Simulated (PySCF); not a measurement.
C₇H₉P₂Si (charge -1).
Atom-mapped SMILES: `[CH2:1]=[CH:2][c:3]1[p:4][c:5]([CH:6]=[CH2:7])[c:8]([SiH3:9])[p-:10]1` (hydrogens: H11, H12 on C1; H13 on C2; H14 on C6; H15, H16 on C7; H17, H18, H19 on Si9)

The same species was optimised twice, with GFN2-xTB and with PBE0-D3(BJ)/def2-SVP (PySCF), and the same property calculations (PySCF, gas phase) were run on both structures.

```json
{"coordinate": "C2–C3 (Å)", "GFN2-xTB": "1.437", "PBE0-D3(BJ)/def2-SVP": "1.456", "change": "+0.019"}
{"coordinate": "C5–C8 (Å)", "GFN2-xTB": "1.399", "PBE0-D3(BJ)/def2-SVP": "1.418", "change": "+0.019"}
{"coordinate": "C5–C6 (Å)", "GFN2-xTB": "1.440", "PBE0-D3(BJ)/def2-SVP": "1.458", "change": "+0.018"}
{"coordinate": "C6=C7 (Å)", "GFN2-xTB": "1.333", "PBE0-D3(BJ)/def2-SVP": "1.346", "change": "+0.013"}
{"coordinate": "C1=C2 (Å)", "GFN2-xTB": "1.334", "PBE0-D3(BJ)/def2-SVP": "1.347", "change": "+0.013"}
{"coordinate": "C8–Si9 (Å)", "GFN2-xTB": "1.863", "PBE0-D3(BJ)/def2-SVP": "1.851", "change": "-0.012"}
{"coordinate": "C3–P10 (Å)", "GFN2-xTB": "1.756", "PBE0-D3(BJ)/def2-SVP": "1.762", "change": "+0.006"}
{"coordinate": "P4–C5 (Å)", "GFN2-xTB": "1.759", "PBE0-D3(BJ)/def2-SVP": "1.763", "change": "+0.004"}
{"coordinate": "C8–P10 (Å)", "GFN2-xTB": "1.748", "PBE0-D3(BJ)/def2-SVP": "1.751", "change": "+0.003"}
{"coordinate": "C3–P4 (Å)", "GFN2-xTB": "1.749", "PBE0-D3(BJ)/def2-SVP": "1.750", "change": "+0.001"}
{"coordinate": "C5–C6–C7 (°)", "GFN2-xTB": "126.0", "PBE0-D3(BJ)/def2-SVP": "128.8", "change": "+2.8"}
{"coordinate": "C1–C2–C3 (°)", "GFN2-xTB": "125.9", "PBE0-D3(BJ)/def2-SVP": "128.3", "change": "+2.4"}
{"coordinate": "P4–C5–C6 (°)", "GFN2-xTB": "121.9", "PBE0-D3(BJ)/def2-SVP": "123.0", "change": "+1.1"}
{"coordinate": "C3–P4–C5 (°)", "GFN2-xTB": "94.8", "PBE0-D3(BJ)/def2-SVP": "95.8", "change": "+1.0"}
{"coordinate": "P4–C5–C8 (°)", "GFN2-xTB": "116.5", "PBE0-D3(BJ)/def2-SVP": "115.5", "change": "-1.0"}
{"coordinate": "C2–C3–P10 (°)", "GFN2-xTB": "123.7", "PBE0-D3(BJ)/def2-SVP": "124.4", "change": "+0.7"}
{"coordinate": "P4–C3–P10 (°)", "GFN2-xTB": "116.8", "PBE0-D3(BJ)/def2-SVP": "116.2", "change": "-0.6"}
{"coordinate": "Si9–C8–P10 (°)", "GFN2-xTB": "118.0", "PBE0-D3(BJ)/def2-SVP": "117.5", "change": "-0.5"}
{"coordinate": "C1–C2–C3–P4 (°)", "GFN2-xTB": "179", "PBE0-D3(BJ)/def2-SVP": "-179", "change": "+2"}
{"coordinate": "P4–C5–C6–C7 (°)", "GFN2-xTB": "3", "PBE0-D3(BJ)/def2-SVP": "2", "change": "-1"}
```

Rotational constants: A = 1241, B = 676.6, C = 440.1 MHz (GFN2-xTB) against A = 1234, B = 657.9, C = 431.2 MHz (PBE0-D3(BJ)/def2-SVP).

On the GFN2-xTB structure: HOMO (eV) -1.41 [PBE0/pcSseg-1]; LUMO (eV) 2.57 [PBE0/pcSseg-1]; GIAO shielding of C1 (ppm) 87.8 [PBE0/pcSseg-1]; GIAO shielding of C2 (ppm) 37.8 [PBE0/pcSseg-1]; GIAO shielding of C3 (ppm) -7.5 [PBE0/pcSseg-1]; GIAO shielding of P4 (ppm) 89.9 [PBE0/pcSseg-1]; GIAO shielding of C5 (ppm) 14.6 [PBE0/pcSseg-1]; GIAO shielding of C6 (ppm) 37.8 [PBE0/pcSseg-1]; GIAO shielding of C7 (ppm) 85.6 [PBE0/pcSseg-1]; GIAO shielding of C8 (ppm) 40.5 [PBE0/pcSseg-1].

Q: What do these properties become on the PBE0-D3(BJ)/def2-SVP structure?

A: 
```json
{"property": "HOMO (eV)", "level": "PBE0/pcSseg-1", "on GFN2-xTB": "-1.41", "on PBE0-D3(BJ)/def2-SVP": "-1.52", "change": "-0.11"}
{"property": "LUMO (eV)", "level": "PBE0/pcSseg-1", "on GFN2-xTB": "2.57", "on PBE0-D3(BJ)/def2-SVP": "2.51", "change": "-0.06"}
{"property": "energy, GFN2-xTB geometry as zero (kcal/mol)", "level": "PBE0/pcSseg-1", "on GFN2-xTB": "0.0", "on PBE0-D3(BJ)/def2-SVP": "-1.8", "change": "-1.8"}
{"property": "GIAO shielding of C1 (ppm)", "level": "PBE0/pcSseg-1", "on GFN2-xTB": "87.8", "on PBE0-D3(BJ)/def2-SVP": "84.5", "change": "-3.3"}
{"property": "GIAO shielding of C2 (ppm)", "level": "PBE0/pcSseg-1", "on GFN2-xTB": "37.8", "on PBE0-D3(BJ)/def2-SVP": "34.6", "change": "-3.2"}
{"property": "GIAO shielding of C3 (ppm)", "level": "PBE0/pcSseg-1", "on GFN2-xTB": "-7.5", "on PBE0-D3(BJ)/def2-SVP": "-6.8", "change": "+0.7"}
{"property": "GIAO shielding of P4 (ppm)", "level": "PBE0/pcSseg-1", "on GFN2-xTB": "89.9", "on PBE0-D3(BJ)/def2-SVP": "77.9", "change": "-12.0"}
{"property": "GIAO shielding of C5 (ppm)", "level": "PBE0/pcSseg-1", "on GFN2-xTB": "14.6", "on PBE0-D3(BJ)/def2-SVP": "12.9", "change": "-1.7"}
{"property": "GIAO shielding of C6 (ppm)", "level": "PBE0/pcSseg-1", "on GFN2-xTB": "37.8", "on PBE0-D3(BJ)/def2-SVP": "34.8", "change": "-3.0"}
{"property": "GIAO shielding of C7 (ppm)", "level": "PBE0/pcSseg-1", "on GFN2-xTB": "85.6", "on PBE0-D3(BJ)/def2-SVP": "82.9", "change": "-2.7"}
{"property": "GIAO shielding of C8 (ppm)", "level": "PBE0/pcSseg-1", "on GFN2-xTB": "40.5", "on PBE0-D3(BJ)/def2-SVP": "38.0", "change": "-2.5"}
```

The heavy atoms differ by 0.045 Å rms after alignment. Among bonds between heavy atoms C2–C3, C5–C6 and C5–C8 change most and about equally (+0.018 to +0.019 Å). Changes are differences of the printed values. Neither structure is proved a minimum here. Geometry: PBE0-D3(BJ)/def2-SVP, one conformer, isolated ion.

The values belong to the conformer `[CH2:1]=[CH:2][c:3]1[p:4][c:5]([CH:6]=[CH2:7])[c:8]([SiH3:9])[p-:10]1`: C1–C2–C3–P4 -179°, P4–C5–C6–C7 2°.
